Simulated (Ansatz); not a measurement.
Harmonic vibrations of F3GeO, SMILES `[O][Ge]([F])([F])[F]` radical by finite differences.

```yaml
crystal:
  periodic: [false, false, false]
  atoms:
    - {symbol: O, position_ang: [-0.574372, 0.094574, 1.657496]}
    - {symbol: Ge, position_ang: [0.003896, -0.010421, -0.012442]}
    - {symbol: F, position_ang: [1.388555, -0.990954, -0.000172]}
    - {symbol: F, position_ang: [-1.154519, -0.688286, -1.051304]}
    - {symbol: F, position_ang: [0.386339, 1.521386, -0.634978]}
basis:
  gaussian: {orbitals: def2-TZVP}
magnetization: {spin_polarized: true, initial_magnetization: 1}
hamiltonian: {xc: pbe0, dispersion: d4}
phonons: {temperatures: {t_min: 298.15, t_max: 900, t_step: 200}}
```

```sh
$ ansatz run in.yaml --threads 4 --pin off --events-out ev --progress --plain
```

Output, abridged:

```
Functional definition: PBE0
mean field -66704.68437914 eV, -2451.3519368745 hartree, gradient 3.9e-8 eV, S^2 0.753196; 2 other end points of the search recorded, 0 dependent functions left out
mean field -66704.68436015 eV, -2451.3519361766 hartree, gradient 9.6e-7 eV, S^2 0.753193; 0 other end points of the search recorded, 0 dependent functions left out
mean field -66704.68437372 eV, -2451.3519366754 hartree, gradient 1.4e-6 eV, S^2 0.753199; 0 other end points of the search recorded, 0 dependent functions left out
mean field -66704.68437297 eV, -2451.3519366478 hartree, gradient 3.0e-6 eV, S^2 0.753196; 0 other end points of the search recorded, 0 dependent functions left out
mean field -66704.68437915 eV, -2451.3519368748 hartree, gradient 1.9e-6 eV, S^2 0.753196; 0 other end points of the search recorded, 0 dependent functions left out
mean field -66704.68432034 eV, -2451.3519347134 hartree, gradient 1.8e-6 eV, S^2 0.753207; 0 other end points of the search recorded, 0 dependent functions left out
mean field -66704.68428644 eV, -2451.3519334677 hartree, gradient 2.7e-6 eV, S^2 0.753184; 0 other end points of the search recorded, 0 dependent functions left out
mean field -66704.68423640 eV, -2451.3519316286 hartree, gradient 2.5e-6 eV, S^2 0.753198; 0 other end points of the search recorded, 0 dependent functions left out
mean field -66704.68423938 eV, -2451.3519317384 hartree, gradient 2.9e-6 eV, S^2 0.753193; 0 other end points of the search recorded, 0 dependent functions left out
mean field -66704.68423434 eV, -2451.3519315530 hartree, gradient 2.3e-6 eV, S^2 0.753196; 0 other end points of the search recorded, 0 dependent functions left out
mean field -66704.68423428 eV, -2451.3519315510 hartree, gradient 1.9e-6 eV, S^2 0.753196; 0 other end points of the search recorded, 0 dependent functions left out
mean field -66704.68423371 eV, -2451.3519315300 hartree, gradient 1.9e-6 eV, S^2 0.753188; 0 other end points of the search recorded, 0 dependent functions left out
mean field -66704.68424089 eV, -2451.3519317939 hartree, gradient 1.9e-6 eV, S^2 0.753204; 0 other end points of the search recorded, 0 dependent functions left out
mean field -66704.68432041 eV, -2451.3519347161 hartree, gradient 2.5e-6 eV, S^2 0.753197; 0 other end points of the search recorded, 0 dependent functions left out
mean field -66704.68429491 eV, -2451.3519337789 hartree, gradient 2.2e-6 eV, S^2 0.753194; 0 other end points of the search recorded, 0 dependent functions left out
mean field -66704.68433766 eV, -2451.3519353501 hartree, gradient 1.8e-6 eV, S^2 0.753195; 0 other end points of the search recorded, 0 dependent functions left out
mean field -66704.68434487 eV, -2451.3519356151 hartree, gradient 2.1e-6 eV, S^2 0.753197; 0 other end points of the search recorded, 0 dependent functions left out
mean field -66704.68437497 eV, -2451.3519367213 hartree, gradient 2.6e-6 eV, S^2 0.753196; 0 other end points of the search recorded, 0 dependent functions left out
mean field -66704.68437264 eV, -2451.3519366357 hartree, gradient 2.7e-6 eV, S^2 0.753196; 0 other end points of the search recorded, 0 dependent functions left out
mean field -66704.68431827 eV, -2451.3519346375 hartree, gradient 2.2e-6 eV, S^2 0.753195; 0 other end points of the search recorded, 0 dependent functions left out
mean field -66704.68433793 eV, -2451.3519353601 hartree, gradient 2.1e-6 eV, S^2 0.753197; 0 other end points of the search recorded, 0 dependent functions left out
mean field -66704.68435601 eV, -2451.3519360245 hartree, gradient 1.4e-6 eV, S^2 0.753195; 0 other end points of the search recorded, 0 dependent functions left out
mean field -66704.68435929 eV, -2451.3519361447 hartree, gradient 1.2e-6 eV, S^2 0.753196; 0 other end points of the search recorded, 0 dependent functions left out
mean field -66704.68433121 eV, -2451.3519351130 hartree, gradient 1.8e-6 eV, S^2 0.753194; 0 other end points of the search recorded, 0 dependent functions left out
mean field -66704.68434314 eV, -2451.3519355513 hartree, gradient 3.0e-6 eV, S^2 0.753198; 0 other end points of the search recorded, 0 dependent functions left out
mean field -66704.68437441 eV, -2451.3519367007 hartree, gradient 2.4e-6 eV, S^2 0.753196; 0 other end points of the search recorded, 0 dependent functions left out
mean field -66704.68436371 eV, -2451.3519363074 hartree, gradient 1.0e-6 eV, S^2 0.753195; 0 other end points of the search recorded, 0 dependent functions left out
mean field -66704.68430150 eV, -2451.3519340211 hartree, gradient 2.4e-6 eV, S^2 0.753197; 0 other end points of the search recorded, 0 dependent functions left out
mean field -66704.68428484 eV, -2451.3519334090 hartree, gradient 2.2e-6 eV, S^2 0.753194; 0 other end points of the search recorded, 0 dependent functions left out
mean field -66704.68435256 eV, -2451.3519358976 hartree, gradient 2.8e-6 eV, S^2 0.753194; 0 other end points of the search recorded, 0 dependent functions left out
mean field -66704.68436961 eV, -2451.3519365242 hartree, gradient 2.5e-6 eV, S^2 0.753197; 0 other end points of the search recorded, 0 dependent functions left out
Total energy: -66704.76169563 eV, -2451.3547782032 hartree
Atom 0 at    -0.574372     0.094574     1.657496 Å, force    -0.000463    -0.001629    -0.000033 eV/Å
Atom 1 at     0.003896    -0.010421    -0.012442 Å, force    -0.000918     0.000183    -0.000209 eV/Å
Atom 2 at     1.388555    -0.990954    -0.000172 Å, force     0.000934     0.001445     0.000580 eV/Å
Atom 3 at    -1.154519    -0.688286    -1.051304 Å, force    -0.000542     0.001315     0.000979 eV/Å
Atom 4 at     0.386339     1.521386    -0.634978 Å, force     0.000989    -0.001313    -0.001316 eV/Å
Dipole moment:    -0.032424     0.010772     0.068026 e Å
Vibrations: 64.47 191.35 248.89 258.41 268.13 711.75 772.11 782.29 790.47 cm⁻¹, zero-point energy 0.253416 eV
```

It took 99 s on 4 threads of a server CPU on a shared host, with 0.82 GiB of host memory at the peak.
